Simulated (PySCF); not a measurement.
Computed properties of Si(F)2(Br)(OH) (BrF2HOSi), SMILES O[Si](F)(F)Br

BrF2HOSi, SMILES F[Si](Br)(F)O. The structure is a stationary point at B3LYP-D3(BJ)/def2-SVP. This is a generated structure with no PubChem entry under its InChIKey; it may be hypothetical. Other conformers were not sampled. All values are computed for the isolated molecule unless a solvent is named; none is compared with measurement here.

**Structure.** The optimised structure has Cs symmetry. All 12 harmonic modes at B3LYP-D3(BJ)/def2-SVP (PySCF) are real, so it is a minimum. With heavy atoms numbered as in [OH:1][Si:2]([F:3])([F:4])[Br:5], the shortest bond between them is Si2–F3 at 1.608 Å and the longest Si2–Br5 at 2.185 Å.

**Vibrations.** The strongest infrared lines (harmonic, unscaled, degenerate partners summed) lie at 872 cm⁻¹ (247 km/mol, F 36 %, Si 32 %, H 23 %, O 8 %), 967 cm⁻¹ (163 km/mol, F 51 %, Si 49 %), 1004 cm⁻¹ (159 km/mol, Si 47 %, O 35 %, F 12 %). The softest mode is at 125 cm⁻¹ and the zero-point energy is 13.5 kcal/mol.

**Electronic structure.** r2SCAN/def2-TZVP (PySCF) places the frontier levels at -8.24 and -0.66 eV, a gap of 7.58 eV, and gives a dipole moment of 1.57 D and a mean polarisability of 43.0 bohr³. PBE/def2-TZVP (PySCF) at the same geometry gives -7.87 and -1.20 eV, so its gap is 0.91 eV narrower. An orbital gap is neither the optical nor the fundamental gap.

**Excitations.** TDA-M06-2X/def2-SVPD (PySCF) has S1 at 7.52 eV (165 nm, f = 0.023, weak); the most intense of the 10 singlets computed lies at 9.08 eV (f = 0.08). T1 (TDA) is at 7.09 eV, 0.43 eV under S1. TDA-PBE/def2-SVPD (PySCF) puts S1 at 6.54 eV. No vertical singlet excitation falls in the visible range (under 3.1 eV).

**NMR.** GIAO shifts at PBE0/pcSseg-1 (PySCF) (non-relativistic, atoms alike by connectivity averaged): ¹H at 3.1 ppm against TMS; ²⁹Si at -46.7 ppm against TMS; ¹⁹F at -124.8 ppm against CFCl3. Without spin–orbit terms, shifts of atoms bonded to Cl or Br come out too high.
